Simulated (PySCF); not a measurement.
C5H16Si2.
Geometry (PBE0-D3(BJ)/def2-SVP, Å), atoms numbered from 1 in this order:
```
atom  x, y, z in Å
C1     3.7725   -1.2594   -0.3699
C2     2.3257   -1.1750    0.0888
C3     1.6636    0.1560   -0.2392
C4     0.2108    0.2433    0.2103
C5    -0.4500    1.5810   -0.1129
Si6   -2.2562    1.7144    0.4326
Si7   -3.5243   -0.0321   -0.4938
H8     4.3906   -0.4847    0.1121
H9     3.8551   -1.1136   -1.4590
H10    4.2192   -2.2362   -0.1306
H11    1.7418   -1.9919   -0.3713
H12    2.2705   -1.3476    1.1783
H13    1.7162    0.3340   -1.3288
H14    2.2384    0.9780    0.2254
H15    0.1556    0.0517    1.2972
H16   -0.3587   -0.5783   -0.2618
H17   -0.4140    1.7718   -1.2004
H18    0.1096    2.4097    0.3563
H19   -2.8349    3.0244   -0.0069
H20   -2.3594    1.6448    1.9266
H21   -3.3070   -0.0878   -1.9750
H22   -3.1164   -1.3522    0.0827
H23   -4.9859    0.1590   -0.2382
```

Computed with PySCF at PBE0/pcSseg-1, non-relativistic, on one gas-phase PBE0-D3(BJ)/def2-SVP geometry that isn't relaxed in the solvent. The solvent is an IEF-PCM continuum (Bondi radii, 1.10 Å for H, scaled by 1.2). Only the electrostatic response of the medium enters.

Gas phase at PBE0/pcSseg-1: HOMO -8.01 eV, LUMO 0.29 eV, dipole 1.06 D.

Problem. What does the continuum do to the energy, the frontier levels and the dipole at PBE0/pcSseg-1 in acetonitrile and dimethylsulfoxide?

Solution. 
```json
{"solvent": "acetonitrile", "ε": "35.69", "E(solvent) − E(gas) (kcal/mol)": "-0.87", "polarisation term (kcal/mol)": "-0.94", "distortion of the solute (kcal/mol)": "0.07", "HOMO (eV)": "-7.89", "LUMO (eV)": "0.43", "dipole (D)": "1.25"}
{"solvent": "dimethylsulfoxide", "ε": "46.83", "E(solvent) − E(gas) (kcal/mol)": "-0.88", "polarisation term (kcal/mol)": "-0.95", "distortion of the solute (kcal/mol)": "0.07", "HOMO (eV)": "-7.89", "LUMO (eV)": "0.43", "dipole (D)": "1.26"}
```

The polarisation term is half the interaction of the solute with the surface charges that it induces; the rest is the cost of distorting the solute's density. The sum is the electrostatic part of solvation alone. From acetonitrile to dimethylsulfoxide the lowering changes by a factor 1.01, Onsager's factor (ε − 1)/(2ε + 1) by 1.01 and ε itself by 1.3.

Problem. Which radius a makes the point-dipole formula ΔE = −[(ε − 1)/(2ε + 1)]·μ²/a³ give the value in dimethylsulfoxide, with the gas-phase dipole?

Solution. μ = 0.417 au and |ΔE| = 0.00140 Eh give a = 2.07 Å; the farthest nucleus lies 5.21 Å from the centroid of the nuclei, so such a sphere wouldn't even hold the nuclei. The formula assumes a rigid point dipole at the centre of a sphere.

Problem. Give the dipole vector in the frame of the coordinates (D, pointing from negative to positive charge), gas and dimethylsulfoxide.

Solution. Gas (1.05, 0.09, -0.06), solvent (1.24, 0.15, -0.12). Its length changes by +19 % and its direction by 3°.

Problem. Which ESP-fitted charges (PBE0/pcSseg-1) respond most in acetonitrile (means over atoms taken as equivalent)?

Solution. 
| atoms | environment | gas (e) | solvent (e) | change |
| --- | --- | --- | --- | --- |
| Si6 | SiH2 silicon | +0.265 | +0.289 | +0.024 |
| C2 | chain CH2 carbon | +0.238 | +0.253 | +0.015 |
| C1 | methyl carbon | -0.367 | -0.380 | -0.013 |
| H19/H20 | Si–H hydrogen | -0.097 | -0.108 | -0.011 |
| C4 | chain CH2 carbon | +0.058 | +0.064 | +0.006 |
| H21/H22/H23 | Si–H hydrogen | -0.068 | -0.073 | -0.005 |
| Si7 | SiH3 silicon | +0.157 | +0.161 | +0.004 |
| H11/H12 | methylene hydrogen | -0.041 | -0.045 | -0.004 |
| H17/H18 | methylene hydrogen | +0.071 | +0.073 | +0.002 |
| C3 | chain CH2 carbon | -0.032 | -0.034 | -0.002 |
| H8/H9/H10 | methyl hydrogen | +0.083 | +0.085 | +0.002 |
| C5 | sp3 carbon bound to silicon | -0.235 | -0.234 | +0.001 |

The run took 78 s on Arm Neoverse N1, one thread, shared host with 64 logical CPUs at a one-minute load of 62, and the process peaked at 1.2 GiB of memory. This is the whole shielding run at PBE0/pcSseg-1 in dimethylsulfoxide, SCF included.
